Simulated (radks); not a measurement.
Results of a calculation; reference values are marked as such.
Trend from Ni to Pt: ionisation energy by Delta-SCF between NIST ground configurations, and size. Level of theory: scalar-relativistic Kohn-Sham, PBEsol, spin-polarised, spherical densities, finite nucleus; open shells are filled with parallel spins first (spin-orbit coupling, left out, can overturn this in heavy ions); Fermi nuclear charge, rms radius of each element as measured or else 0.836 A^(1/3) + 0.57 fm (a radial shooting solver on a logarithmic mesh with Libxc functionals).

species      configuration  IE (eV)  NIST (eV)  kind  -e(HOMO) (eV)  outermost  <r> outermost (bohr)  r at 0.001 e/bohr^3 (bohr)
Ni            [Ar] 3d8 4s2    7.019      7.640  exp.     5.483 (4s)         4s                  2.84                        4.31
Pd               [Kr] 4d10    8.957      8.337  exp.     4.051 (4d)         4d                  1.59                        4.07
Pt       [Xe] 4f14 5d9 6s1    9.552      8.959  exp.     5.651 (5d)         6s                  2.88                        4.33

Reference values: NIST Atomic Spectra Database (exp. = measured, semi-emp. = semi-empirical, theory = theoretical value adopted there). Open shells are spherical and high-spin; term and fine-structure splittings are not resolved. Spin-orbit splitting is averaged out at the scalar-relativistic level.
